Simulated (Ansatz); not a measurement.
A set of 12 reactions (ligand exchange), with CCSD(T)/CBS values in kJ/mol:

```csv
reaction,ΔE
`C[SiH2]BCl` + HCl → `ClBCl` + `C[SiH3]`,-107.6
`C=C(N)[O][GeH3]` + `CNC` → `C[N](C)[GeH3]` + `C=C(N)O`,22.7
`[SiH3]C[SiH2]I` + HCl → `Cl[SiH2]I` + `C[SiH3]`,-81.0
`[F][Zr]([Cl])([Cl])[Br]` + NH₃ → `[NH2][Zr]([F])([Cl])[Cl]` + HBr,90.0
`[CH3][Mo]([NH2])(=[O])=[S]` + H–F → `[NH2][Mo](=[O])([F])=[S]` + CH₄,-115.5
`C#[C][In]([Cl])[Cl]` + CH₃OH → `C[O][In]([Cl])[Cl]` + `C#C`,4.9
`[CH3][GaH][GeH2][F]` + `[NH2][GeH3]` → `[F][GeH2][NH][GeH3]` + `[CH3][GaH2]`,1.4
`BB[SiH2]F` + `C[SiH](O)F` → `BBO[SiH](C)F` + `F[SiH3]`,-122.8
`CB(O)C=[Se]` + CH₃SH → `CSB(C)O` + `C=[Se]`,-41.6
`OB[SiH](F)[AlH2]` + H–F → `OBF` + `F[SiH2][AlH2]`,-170.5
`[OH][Al]([Cl])[O][SiH3]` + HBr → `[SiH3][O][Al]([Cl])[Br]` + H₂O,-27.4
`N=CC(N)BF` + `C[NH][GeH3]` → `C[N]([GeH3])BF` + `N=CCN`,-150.7
```

Program: Ansatz. Geometries: PBE0-D4/def2-TZVP. ΔE: electronic, gas phase. CBS: MP2 limit from def2 TZ/QZ plus the TZ coupled-cluster correction, frozen cores. This one scheme is used for every species. DFT in def2-TZVPP. B3LYP here is the variant with VWN-RPA as its local correlation; programs differ in this. Elements past krypton have def2 core potentials. For Br, Ga, Ge, I, In, Mo, Se, Zr outer-core shells are correlated without core-valence functions, which leaves a few kJ/mol of doubt a bond. Scalar relativity is left out up to krypton. Each species was taken in one conformer, which may not be the lowest.

**Question.** Give the mean, mean absolute and largest difference (level minus CCSD(T)/CBS, kJ/mol) for: r2SCAN-D4, ωB97X-V, ωB97M-V, PBE, PBE0, B3LYP, HF/def2-TZVPP, SCS-MP2/def2-TZVPP, CCSD/def2-TZVPP, CCSD(T)/def2-TZVPP, HF/def2-QZVPP, MP2/def2-QZVPP, MP2/CBS(def2), CCSD/CBS(def2). (Estimate.)

**Answer.** The calculation gave: 
| level | mean | mean absolute | largest |
| --- | --- | --- | --- |
| r2SCAN-D4 | -2.0 | 6.5 | -29.3 |
| ωB97X-V | -2.3 | 4.8 | -21.6 |
| ωB97M-V | -2.1 | 4.5 | -15.0 |
| PBE | 1.8 | 8.4 | -26.7 |
| PBE0 | 1.2 | 5.5 | -16.5 |
| B3LYP | -2.8 | 8.6 | -29.7 |
| HF/def2-TZVPP | -7.1 | 11.7 | -35.1 |
| SCS-MP2/def2-TZVPP | -3.3 | 6.4 | -12.4 |
| CCSD/def2-TZVPP | -0.2 | 4.0 | 9.4 |
| CCSD(T)/def2-TZVPP | 0.0 | 3.5 | 7.6 |
| HF/def2-QZVPP | -7.4 | 12.0 | -35.7 |
| MP2/def2-QZVPP | -2.5 | 3.9 | -9.6 |
| MP2/CBS(def2) | -2.4 | 3.6 | -9.0 |
| CCSD/CBS(def2) | -0.3 | 1.2 | -3.7 |

The largest T1 diagnostic in the set is 0.025, for `[CH3][Mo]([NH2])(=[O])=[S]` (customary mark 0.02).

CCSD(T)/CBS is a level of theory with its own doubt, and the functionals carry their triple-zeta basis error, so these figures describe this set and don't rank the functionals.
